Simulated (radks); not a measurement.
Effect of the nuclear size on neutral samarium, [Xe] 4f6 6s2. Method: Dirac Kohn-Sham, PBE, spin-unpolarised, spherical densities, finite nucleus; open shells are shared between the two j in proportion to 2j + 1; Fermi nuclear charge, rms radius 5.0819 fm; computed with a radial shooting solver on a logarithmic mesh with Libxc functionals. The rms radius is varied about that value; shifts are against it.

| rms radius (fm) | total energy shift (eV) | density at nucleus (e/bohr^3) | 1s1/2 shift (meV) | 2s1/2 shift (meV) | 5s1/2 shift (meV) | 5p1/2 shift (meV) | 6s1/2 shift (meV) | 4f7/2 shift (meV) | 6p1/2 (empty) shift (meV) |
|---|---|---|---|---|---|---|---|---|---|
| 4.1621 | -5.59 | 5.592e+05 | -2310 | -292 | -2.12 | 0.294 | -0.087 | 0.453 | 0.092 |
| 4.7516 | -2.10 | 5.418e+05 | -870 | -110 | -0.800 | 0.111 | -0.033 | 0.171 | 0.035 |
| 5.0819 | 0 | 5.332e+05 | 0.000 | 0.000 | 0.000 | 0.000 | 0.000 | 0.000 | 0.000 |
| 5.458 | 2.53 | 5.242e+05 | 1040 | 132 | 0.960 | -0.133 | 0.039 | -0.205 | -0.042 |
| 5.9966 | 6.38 | 5.126e+05 | 2640 | 334 | 2.43 | -0.336 | 0.100 | -0.518 | -0.106 |

Slopes of the eigenvalues against <r^2> in GHz/fm^2, as finite differences over the two radii next to the reference (eigenvalue slopes, not the field-shift constants of lines): 1s1/2 64200, 2s1/2 8120, 5s1/2 59.0, 5p1/2 -8.17, 6s1/2 2.42, 4f7/2 -12.6, 6p1/2 (empty) -2.57.
